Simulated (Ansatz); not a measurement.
Coupled-cluster run, C₄H₄F₆O (`FCC(F)(F)OC(F)C(F)F`).

```yaml
crystal:
  periodic: [false, false, false]
  atoms:
    - {symbol: F, position_ang: [-1.774210, 1.796539, -1.256090]}
    - {symbol: C, position_ang: [-0.688418, 1.287375, -1.907820]}
    - {symbol: C, position_ang: [0.330283, 0.789483, -0.905212]}
    - {symbol: F, position_ang: [0.745502, 1.796837, -0.102132]}
    - {symbol: F, position_ang: [1.425278, 0.373024, -1.577808]}
    - {symbol: O, position_ang: [-0.204973, -0.218408, -0.160361]}
    - {symbol: C, position_ang: [0.610687, -0.802636, 0.804413]}
    - {symbol: F, position_ang: [1.248690, -1.878715, 0.283111]}
    - {symbol: C, position_ang: [-0.299460, -1.247389, 1.940974]}
    - {symbol: F, position_ang: [-1.139815, -2.207076, 1.518182]}
    - {symbol: F, position_ang: [0.463841, -1.754529, 2.931900]}
    - {symbol: H, position_ang: [-0.996346, 0.451208, -2.538975]}
    - {symbol: H, position_ang: [-0.221794, 2.069856, -2.510384]}
    - {symbol: H, position_ang: [1.360657, -0.100637, 1.179989]}
    - {symbol: H, position_ang: [-0.881723, -0.405731, 2.329614]}
basis:
  gaussian: {orbitals: def2-SVP}
correlation: {method: ccsd_t}
```

```sh
$ ansatz run in.yaml --threads 4 --pin off --events-out ev --progress --plain --max-ram 66560MiB --backend cuda --devices 0, --max-vram 37GiB
```

Log, shortened:

```
Functional definition: HF
1687 factors; integrals over basis functions are off by at most 1.2e-3 eV
mean field evaluation 1: about -22432.7355 eV, gradient 5.7e1 eV
mean field evaluation 2: about -22433.0114 eV, gradient 5.7e1 eV
mean field evaluation 4: about -22439.4911 eV, gradient 4.9e0 eV
mean field evaluation 8: about -22439.5722 eV, gradient 2.9e-1 eV
mean field -22439.57255585 eV, -824.6390813389 hartree, gradient 2.3e-6 eV, S^2 0.000000; 0 other end points of the search recorded, 0 dependent functions left out
11 core orbitals not correlated: weight in the atoms' cores, before any rotation towards them, 1.000 or more for the frozen orbitals, at most 0.000 for the correlated occupied ones
reference -22439.57255585 eV, -824.6390813389 hartree; 34, 34 occupied and 129, 129 virtual orbitals, 1687 factors
second order -49.05278277 eV of doubles, -0.00000000 eV of singles
cycle   1  -49.13915463 eV  change   -8.6e-2 eV  update   1.4e-1
cycle   2  -50.15395197 eV  change    -1.0e0 eV  update   3.9e-2
cycle   3  -50.40972200 eV  change   -2.6e-1 eV  update   1.9e-2
cycle   4  -50.39723568 eV  change    1.2e-2 eV  update   3.6e-3
cycle   5  -50.39442599 eV  change    2.8e-3 eV  update   1.6e-3
cycle   6  -50.39562148 eV  change   -1.2e-3 eV  update   4.7e-4
cycle   7  -50.39532171 eV  change    3.0e-4 eV  update   1.6e-4
cycle   8  -50.39511734 eV  change    2.0e-4 eV  update   4.8e-5
cycle   9  -50.39512662 eV  change   -9.3e-6 eV  update   1.5e-5
perturbative correction -1.10018573 eV, -0.0404310799 hartree
Total energy: -22491.06786820 eV, -826.5314991631 hartree
```

Run time 3.1 s (4 threads of an AMD EPYC 7R13 on a shared host and a share of an NVIDIA H100 80 GB); peak host memory 0.81 GiB.

MP2 recovers 95.3 % of the CCSD(T) correlation energy and the triples give 2.1 %; T1 = 0.0113.
